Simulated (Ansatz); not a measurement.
Geometry optimisation, Ansatz 0.2.0, RKS BLYP-D4/def2-SVP.

input.yaml

```yaml
crystal:
  periodic: [false, false, false]
  atoms:
    - { symbol: Ga, position_ang: [0.221015, 0.262912, -1.397462] }
    - { symbol: "N", position_ang: [1.155258, -0.036364, 1.561515] }
    - { symbol: H, position_ang: [1.092615, 0.665652, 2.312566] }
    - { symbol: H, position_ang: [1.61864, -0.862434, 1.966654] }
    - { symbol: H, position_ang: [1.830861, 0.348712, 0.86462] }
    - { symbol: "N", position_ang: [-1.597305, -0.055844, -0.974951] }
    - { symbol: H, position_ang: [-1.930343, -0.298459, -0.032774] }
    - { symbol: H, position_ang: [-2.39984, -0.024174, -1.617469] }
basis:
  gaussian: { orbitals: def2-SVP }
hamiltonian:
  xc: blyp
  dispersion: d4
relax:
  f_tol: 0.03
  max_steps: 50
```

Run as:

```bash
$ ansatz run input.yaml --threads 2 --pin off --max-ram 3072MiB --backend cpu --events-out ev --progress --plain --runs-dir out
```

**Question.** Where does it end, and by what steps?

**Answer.** It converged. After 9 steps the energy has fallen by 0.275 eV; H4 moved furthest, 0.86 Å.

| step | energy less start (eV) | largest force component (eV/Å) | accepted |
| --- | --- | --- | --- |
| 0 | 0.0000 | 0.664 | yes |
| 1 | -0.0662 | 0.834 | yes |
| 2 | -0.1095 | 1.529 | yes |
| 3 | -0.1877 | 0.673 | yes |
| 4 | -0.2171 | 0.316 | yes |
| 5 | -0.2533 | 0.355 | yes |
| 6 | -0.2657 | 0.362 | yes |
| 7 | -0.2729 | 0.200 | yes |
| 8 | -0.2750 | 0.054 | yes |
| 9 | -0.2754 | 0.008 | yes |

```xyz
8
Properties=species:S:1:pos:R:3
Ga 0.425 0.336 -1.275
N 1.106 0.078 1.098
H 0.541 0.688 1.707
H 0.953 -0.890 1.419
H 2.094 0.302 1.278
N -1.330 -0.083 -0.618
H -1.662 -0.309 0.329
H -2.137 -0.121 -1.255
```

Whether the end is a true minimum wasn't checked by a vibrational analysis.

The run took 13 s on 2 threads of Arm Neoverse V1 (shared host), peak memory 0.12 GiB.
